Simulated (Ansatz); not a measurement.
Geometry optimisation, RKS PBE/6-31G (Ansatz 0.2.0).

The input (input.yaml):

```yaml
crystal:
  periodic: [false, false, false]
  atoms:
    - { symbol: B, position_ang: [0.0, 0.0, 0.0] }
    - { symbol: "N", position_ang: [0.0, 0.0, 1.55] }
    - { symbol: H, position_ang: [-0.877, -0.2713, 2.08] }
    - { symbol: H, position_ang: [0.877, 0.2713, 2.08] }
    - { symbol: C, position_ang: [1.3856, 0.0, -0.8] }
    - { symbol: H, position_ang: [1.7152, -1.0462, -0.9702] }
    - { symbol: H, position_ang: [1.2491, 0.508, -1.7774] }
    - { symbol: H, position_ang: [2.1552, 0.5381, -0.2082] }
    - { symbol: C, position_ang: [-1.3856, 0.0, -0.8] }
    - { symbol: H, position_ang: [-1.9458, -0.9305, -0.5708] }
    - { symbol: H, position_ang: [-1.9898, 0.8797, -0.4946] }
    - { symbol: H, position_ang: [-1.1839, 0.0508, -1.8903] }
basis:
  gaussian: { orbitals: "6-31G" }
hamiltonian:
  xc: pbe
relax:
  f_tol: 0.02
  max_steps: 40
output:
  orbitals: {}
```

Launched with:

```bash
$ ansatz run input.yaml --threads 1 --pin off --max-ram 2048MiB --backend cpu --events-out ev --progress --plain --runs-dir out
```

**Question.** Where does it end, and by what steps?

**Answer.** It converged. The force dipped under the threshold on the way, but the program's further checks kept it going. Limits of this set-up: no polarisation functions. After 22 steps the energy has fallen by 0.547 eV; H12 moved furthest, 1.08 Å.

```tsv
step	energy less start (eV)	largest force component (eV/Å)	accepted
0	0.0000	2.762	yes
1	-0.3966	1.605	yes
2	-0.4671	1.434	yes
3	-0.4952	0.928	yes
4	-0.5123	0.050	yes
5	-0.5116	0.194	no
6	-0.5138	0.028	yes
7	-0.5155	0.107	yes
8	-0.5168	0.093	yes
9	-0.5199	0.162	yes
10	-0.5208	0.328	yes
11	-0.5362	0.025	yes
12	-0.5231	0.373	no
13	-0.5400	0.016	yes
14	-0.5424	0.154	yes
15	-0.5415	0.177	no
16	-0.5444	0.053	yes
17	-0.5459	0.016	yes
18	-0.5451	0.170	no
19	-0.5466	0.025	yes
20	-0.5466	0.069	yes
21	-0.5468	0.032	yes
22	-0.5470	0.008	yes
```

```xyz
12
Properties=species:S:1:pos:R:3
B 0.001 -0.013 0.035
N 0.011 -0.114 1.446
H -0.835 -0.250 1.996
H 0.866 -0.057 1.998
C 1.373 0.195 -0.742
H 1.554 -0.646 -1.441
H 1.335 1.107 -1.369
H 2.256 0.277 -0.082
C -1.381 -0.109 -0.744
H -2.256 -0.273 -0.088
H -1.566 0.815 -1.326
H -1.357 -0.932 -1.485
```

Whether the end is a true minimum wasn't checked by a vibrational analysis.

Run time: 45 s on 1 thread of Arm Neoverse V2 (shared host), peak memory 0.13 GiB.
